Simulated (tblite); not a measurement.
Isomers of C4H3FN2Si. Calculated harmonic vibrations of the isolated species, GFN2-xTB (tblite), most abundant isotopes, no scaling. This tight-binding method is rough: wavenumbers can miss measured ones by several per cent, in bad cases by 10 to 20. Modes of hydrogen on silicon can be 10 to 20 % off. One conformer each.

Electronic energies: GFN2-xTB at the same geometries; isomer energies are rough at this level and their order can be wrong.

```json
{"SMILES": "N#C/C=C(\\C#N)[SiH2]F", "electronic energy, lowest = 0 (kcal/mol)": "0.0"}
{"SMILES": "N#C[SiH2]/C=C(/F)C#N", "electronic energy, lowest = 0 (kcal/mol)": "54.8"}
{"SMILES": "N#C/C=C(/F)[SiH2]C#N", "electronic energy, lowest = 0 (kcal/mol)": "52.2"}
```

Problem. How do GFN2-xTB zero-point energies change the relative energies?

Solution. 
```
              SMILES  ZPE (kcal/mol)  of it from modes above 1550 cm⁻¹  electronic (kcal/mol)  with ZPE, lowest = 0 (kcal/mol)  lowest mode (cm⁻¹)  rings
N#C/C=C(\C#N)[SiH2]F            36.3                              20.2                    0.0                              0.0                  44      0
N#C/C=C(/F)[SiH2]C#N            35.6                              20.1                   52.2                             51.5                   8      0
N#C[SiH2]/C=C(/F)C#N            35.6                              20.0                   54.8                             54.1                   7      0
```

The zero-point energies span 0.7 kcal/mol, from `N#C[SiH2]/C=C(/F)C#N` to `N#C/C=C(\C#N)[SiH2]F`. The order is unchanged.
